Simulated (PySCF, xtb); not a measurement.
Ir(OH)3 (H₃IrO₃), SMILES [OH][Ir]([OH])[OH] (connectivity only; charge and spin as stated), neutral, multiplicity 3. The values are those of a single conformer.

Harmonic wavenumbers (cm⁻¹) from xtb with GFN2-xTB at its own minimum, in rising order: 61, 129, 162, 171, 293, 310, 461, 480, 525, 547, 574, 858, 3509, 3639, 3649.

What does r2SCAN-D4/def2-SVP in PySCF 2.14.0 give at its own minimum? (An estimate is asked for; the answer gives what the named calculation found.)

68, 173, 222, 322, 456, 477, 660, 680, 687, 698, 804, 1003, 3703, 3735, 3778. Paired by order, the mean absolute difference is 140 cm⁻¹ and the zero-point energies are 22.0 and 25.0 kcal/mol.
